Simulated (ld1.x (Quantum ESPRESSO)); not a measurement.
# Pseudopotential generation for phosphorus: PAW, PBE, fully relativistic.

The input file (ld1.x (Quantum ESPRESSO) 7.5):

```
&input
   title='P', zed=15., rel=2, dft='PBE', iswitch=3,
   config='[Ne] 3s1.5 3p3.5', rel_dist='average',
   nld=3, rlderiv=1.80, eminld=-3.0, emaxld=5.0, deld=0.02
 /
 &inputp
   pseudotype=3, lpaw=.true., tm=.true., lloc=-1, rcloc=1.15,
   nlcc=.true., new_core_ps=.true.,
   which_augfun='PSQ', rmatch_augfun_nc=.true.,
   file_pseudopw='P.UPF', file_wfcaegen='ae.wfc', file_wfcncgen='nc.wfc', file_beta='beta', file_chi='chi', file_wfcusgen='us.wfc'
 /
4
3S  1  0   1.50   0.00  1.25  1.65  0.0
3S  1  0   0.00  -0.65  1.25  1.65  0.0
3P  2  1   3.50   0.00  1.15  1.50  0.0
3P  2  1   0.00   1.25  1.15  1.50  0.0
 &test
   configts(1)='3s1.5 3p3.5'
 /
```

Command:

```bash
ld1.x < P.in > P.out
```

Output (shortened: banner, matrices, multipoles, cross overlaps and the repeated all-electron block are left out):

```
Program LD1 v.7.5
     --------------------------- All-electron run ----------------------------

     P
     dirac relativistic calculation

     atomic number is 15.00
     dft =PBE   lsd =0 sic =0 latt =0  beta=0.20 tr2=1.0E-14
     Exchange-correlation= PBE
                           (   1   4   3   4   0   0   0)
     mesh =1147 r(mesh) = 101.18493 a.u. xmin = -7.00 dx = 0.01250
     1 Ry =  13.60569312 eV, c = 137.03599908

     n l j   nl                  e(Ry)          e(Ha)          e(eV)
     Spin orbit split results
     1 0 0.5 1S 1( 2.00)      -153.2300       -76.6150     -2084.8005
     2 0 0.5 2S 1( 2.00)       -12.8442        -6.4221      -174.7539
     2 1 0.5 2P 1( 2.00)        -9.2506        -4.6253      -125.8609
     2 1 1.5 2P 1( 4.00)        -9.1832        -4.5916      -124.9437
     3 0 0.5 3S 1( 1.50)        -1.0532        -0.5266       -14.3297
     3 1 0.5 3P 1( 1.17)        -0.4286        -0.2143        -5.8317
     3 1 1.5 3P 1( 2.33)        -0.4246        -0.2123        -5.7768
     Averaged results
     1 0     1S 1( 2.00)      -153.2300       -76.6150     -2084.8005
     2 0     2S 1( 2.00)       -12.8442        -6.4221      -174.7539
     2 1     2P 1( 6.00)        -9.2057        -4.6028      -125.2494
     3 0     3S 1( 1.50)        -1.0532        -0.5266       -14.3297
     3 1     3P 1( 3.50)        -0.4259        -0.2130        -5.7951

     final scf error:  2.0E-15 reached in  26 iterations

     Etot =    -683.494797 Ry,    -341.747398 Ha,   -9299.420456 eV

     Ekin =     685.985664 Ry,     342.992832 Ha,    9333.310426 eV
     Encl =   -1629.964002 Ry,    -814.982001 Ha,  -22176.790010 eV
     Eh   =     306.428013 Ry,     153.214007 Ha,    4169.165514 eV
     Exc  =     -45.944472 Ry,     -22.972236 Ha,    -625.106386 eV

     normalization and overlap integrals

     s(1S/1S) =  1.000000  <r> =   0.1036  <r2> =    0.0144  r(max) =   0.0675
     s(2S/2S) =  1.000000  <r> =   0.5195  <r2> =    0.3219  r(max) =   0.4187
     s(2P/2P) =  1.000000  <r> =   0.4837  <r2> =    0.2938  r(max) =   0.3515
     s(2P/2P) =  1.000000  <r> =   0.4859  <r2> =    0.2964  r(max) =   0.3559
     s(3S/3S) =  1.000000  <r> =   1.8863  <r2> =    4.1403  r(max) =   1.5753
     s(3P/3P) =  1.000000  <r> =   2.3383  <r2> =    6.5757  r(max) =   1.8302
     s(3P/3P) =  1.000000  <r> =   2.3476  <r2> =    6.6288  r(max) =   1.8302

     ------------------------ End of All-electron run ------------------------

     --------------------- Generating PAW atomic setup --------------------

      Generating local potential from pseudized AE potential:
      Matching radius rcloc =   1.1500

      Local pseudo, rcloc= 1.153 Estimated cut-off energy=    17.73 Ry

      Computing core charge for nlcc:

       r > 0.99 : true rho core
      Core charge pseudized with two Bessel functions
      Integrated core pseudo-charge :   4.50

     Fully relativistic calculation: |psi|^2

     Wfc 3S LC norm =  0.99994283 SC norm =  0.00005168 missing  0.00000549
     Speed at rcutus      0.907 a.u.,  v/c =  0.006620,  (v/c)^2 =  0.00004382

     Wfc 3P LC norm =  0.99996078 SC norm =  0.00003888 missing  0.00000033
     Speed at rcutus      0.995 a.u.,  v/c =  0.007262,  (v/c)^2 =  0.00005274

     Wfc 3P LC norm =  0.99996104 SC norm =  0.00002980 missing  0.00000916
     Speed at rcutus      0.992 a.u.,  v/c =  0.007240,  (v/c)^2 =  0.00005242
      Wfc-us  3S rcutus= 1.636  Estimated cut-off energy=    16.83 Ry
      Wfc-us  3S rcutus= 1.636  Estimated cut-off energy=    17.49 Ry
      Wfc-us  3P rcutus= 1.517  Estimated cut-off energy=    31.52 Ry
      Wfc-us  3P rcutus= 1.517  Estimated cut-off energy=    31.49 Ry
      Wfc-us  3P rcutus= 1.517  Estimated cut-off energy=    34.22 Ry
      Wfc-us  3P rcutus= 1.517  Estimated cut-off energy=    34.17 Ry

     Required augmentation: PSQ   radius:    1.650000

     Q pseudized with Bessel functions
     Expected ecutrho=     197.5862 due to l1=  1   l2=  1

     Estimated PAW energy =  -54.840718 Ryd

     ------------------- End of pseudopotential generation -------------------

     Computing logarithmic derivative in   1.79628
     Computing logarithmic derivative in   1.79628
     Computing the partial wave expansion
     R is outside the sphere for l=    0 j= 0.50
     R is outside the sphere for l=    0 j= 0.50
     R is outside the sphere for l=    1 j= 0.50
     R is outside the sphere for l=    1 j= 0.50
     R is outside the sphere for l=    1 j= 1.50
     R is outside the sphere for l=    1 j= 1.50

     ---------------------- Testing the pseudopotential ----------------------

     P
     dirac relativistic calculation

     atomic number is 15.00   valence charge is  5.00
     dft = SLA  PW   PBX  PBC   lsd =0 sic =0 latt =0  beta=0.20 tr2=1.0E-14
     mesh =1147 r(mesh) = 101.18493 xmin = -7.00 dx = 0.01250

     n l  j  nl             e AE (Ry)       e PS (Ry)    De AE-PS (Ry)
     1 0 0.5 3S   1( 1.50)       -1.05321       -1.05322        0.00001
     2 1 0.5 3P   1( 1.17)       -0.42862       -0.42862       -0.00001
     2 1 1.5 3P   1( 2.33)       -0.42459       -0.42459        0.00001

     eps = 3.3E-15  iter =  3

     Etot =    -683.494797 Ry,    -341.747398 Ha,   -9299.420456 eV
     Etotps =   -54.840729 Ry,     -27.420364 Ha,    -746.146127 eV

     Ekin =      16.755128 Ry,       8.377564 Ha,     227.965135 eV
     Encl =     -35.966708 Ry,     -17.983354 Ha,    -489.351997 eV
     Ehrt =      10.315331 Ry,       5.157665 Ha,     140.347222 eV
     Ecxc =     -45.944479 Ry,     -22.972240 Ha,    -625.106487 eV
     (Ecc =      -8.731643 Ry,      -4.365821 Ha,    -118.800053 eV)

     ---------------------- End of pseudopotential test ----------------------
```

Generation and configuration tests took about 2.9 s on one core of a shared server CPU.

Transferability test of the new file with ld1.x, input:

```
&input
   title='P', zed=15., rel=2, dft='PBE', iswitch=2,
   config='[Ne] 3s1.5 3p3.5', rel_dist='average'
 /
 &test
   file_pseudo='P.UPF', nconf=8,
   configts(1)='3s1.5 3p3.5',
   configts(2)='3s2 3p3',
   configts(3)='3s2 3p2',
   configts(4)='3s2 3p1',
   configts(5)='3s2 3p3.3',
   configts(6)='3s1 3p0',
   configts(7)='3s0 3p5',
   configts(8)='3s2 3p0'
 /
```

```bash
ld1.x < P.test.in > P.test.out
```

Pseudopotential blocks of its output, shortened (energy terms left out):

```
     ---------------------- Testing the pseudopotential ----------------------

     n l  j  nl             e AE (Ry)       e PS (Ry)    De AE-PS (Ry)
     1 0 0.5 3S   1( 1.50)       -1.05321       -1.05322        0.00001
     2 1 0.5 3P   1( 1.17)       -0.42862       -0.42862       -0.00001
     2 1 1.5 3P   1( 2.33)       -0.42459       -0.42459        0.00001

     eps = 3.3E-15  iter =  3

     Etot =    -683.494797 Ry,    -341.747398 Ha,   -9299.420457 eV
     Etotps =   -54.840729 Ry,     -27.420364 Ha,    -746.146127 eV

     ---------------------- End of pseudopotential test ----------------------

          ---------------------- Testing the pseudopotential ----------------------

     n l  j  nl             e AE (Ry)       e PS (Ry)    De AE-PS (Ry)
     1 0 0.5 3S   1( 2.00)       -1.02668       -1.02664       -0.00004
     2 1 0.5 3P   1( 1.00)       -0.40735       -0.40733       -0.00002
     2 1 1.5 3P   1( 2.00)       -0.40342       -0.40341       -0.00001

     eps = 7.4E-17  iter =  6

     Etot =    -683.807122 Ry,    -341.903561 Ha,   -9303.669860 eV
     Etotps =   -55.153049 Ry,     -27.576524 Ha,    -750.395458 eV
     dEtot_ae =      -0.312325 Ry
     dEtot_ps =      -0.312320 Ry,   Delta E=      -0.000005 Ry

     ---------------------- End of pseudopotential test ----------------------

          ---------------------- Testing the pseudopotential ----------------------

     n l  j  nl             e AE (Ry)       e PS (Ry)    De AE-PS (Ry)
     1 0 0.5 3S   1( 2.00)       -1.71149       -1.71162        0.00013
     2 1 0.5 3P   1( 0.67)       -1.04796       -1.04805        0.00009
     2 1 1.5 3P   1( 1.33)       -1.04313       -1.04323        0.00010

     eps = 5.3E-15  iter =  7

     Etot =    -683.092002 Ry,    -341.546001 Ha,   -9293.940157 eV
     Etotps =   -54.437911 Ry,     -27.218955 Ha,    -740.665508 eV
     dEtot_ae =       0.402795 Ry
     dEtot_ps =       0.402818 Ry,   Delta E=      -0.000023 Ry

     ---------------------- End of pseudopotential test ----------------------

          ---------------------- Testing the pseudopotential ----------------------

     n l  j  nl             e AE (Ry)       e PS (Ry)    De AE-PS (Ry)
     1 0 0.5 3S   1( 2.00)       -2.49562       -2.49665        0.00103
     2 1 0.5 3P   1( 0.33)       -1.78798       -1.78885        0.00087
     2 1 1.5 3P   1( 0.67)       -1.78216       -1.78304        0.00088

     eps = 1.1E-15  iter = 11

     Etot =    -681.684714 Ry,    -340.842357 Ha,   -9274.793021 eV
     Etotps =   -53.030221 Ry,     -26.515110 Ha,    -721.512912 eV
     dEtot_ae =       1.810083 Ry
     dEtot_ps =       1.810508 Ry,   Delta E=      -0.000425 Ry

     ---------------------- End of pseudopotential test ----------------------

          ---------------------- Testing the pseudopotential ----------------------

     n l  j  nl             e AE (Ry)       e PS (Ry)    De AE-PS (Ry)
     1 0 0.5 3S   1( 2.00)       -0.84716       -0.84712       -0.00004
     2 1 0.5 3P   1( 1.10)       -0.24038       -0.24037       -0.00001
     2 1 1.5 3P   1( 2.20)       -0.23670       -0.23670        0.00000

     eps = 4.9E-16  iter =  6

     Etot =    -683.903173 Ry,    -341.951586 Ha,   -9304.976696 eV
     Etotps =   -55.249099 Ry,     -27.624549 Ha,    -751.702282 eV
     dEtot_ae =      -0.408376 Ry
     dEtot_ps =      -0.408370 Ry,   Delta E=      -0.000006 Ry

     ---------------------- End of pseudopotential test ----------------------

          ---------------------- Testing the pseudopotential ----------------------

     n l  j  nl             e AE (Ry)       e PS (Ry)    De AE-PS (Ry)
     1 0 0.5 3S   1( 1.00)       -4.29690       -4.30687        0.00996  !
     2 1 0.5 3P   1( 0.00)       -3.50641       -3.51581        0.00941  !
     2 1 1.5 3P   1( 0.00)       -3.49822       -3.50761        0.00939  !

     eps = 5.6E-17  iter =  7

     Etot =    -675.676597 Ry,    -337.838298 Ha,   -9193.048425 eV
     Etotps =   -47.013823 Ry,     -23.506912 Ha,    -639.655654 eV
     dEtot_ae =       7.818200 Ry
     dEtot_ps =       7.826905 Ry,   Delta E=      -0.008705 Ry

     ---------------------- End of pseudopotential test ----------------------

          ---------------------- Testing the pseudopotential ----------------------

     n l  j  nl             e AE (Ry)       e PS (Ry)    De AE-PS (Ry)
     1 0 0.5 3S   1( 0.00)       -1.12593       -1.12607        0.00014
     2 1 0.5 3P   1( 1.67)       -0.48737       -0.48741        0.00003
     2 1 1.5 3P   1( 3.33)       -0.48305       -0.48310        0.00004

     eps = 2.2E-16  iter =  7

     Etot =    -682.542941 Ry,    -341.271471 Ha,   -9286.469799 eV
     Etotps =   -53.888790 Ry,     -26.944395 Ha,    -733.194346 eV
     dEtot_ae =       0.951856 Ry
     dEtot_ps =       0.951938 Ry,   Delta E=      -0.000083 Ry

     ---------------------- End of pseudopotential test ----------------------

          ---------------------- Testing the pseudopotential ----------------------

     n l  j  nl             e AE (Ry)       e PS (Ry)    De AE-PS (Ry)
     1 0 0.5 3S   1( 2.00)       -3.35233       -3.35596        0.00362
     2 1 0.5 3P   1( 0.00)       -2.60263       -2.60594        0.00331
     2 1 1.5 3P   1( 0.00)       -2.59573       -2.59904        0.00331

     eps = 1.1E-15  iter =  7

     Etot =    -679.498923 Ry,    -339.749462 Ha,   -9245.053826 eV
     Etotps =   -50.842527 Ry,     -25.421264 Ha,    -691.747823 eV
     dEtot_ae =       3.995874 Ry
     dEtot_ps =       3.998202 Ry,   Delta E=      -0.002328 Ry

     ---------------------- End of pseudopotential test ----------------------
```
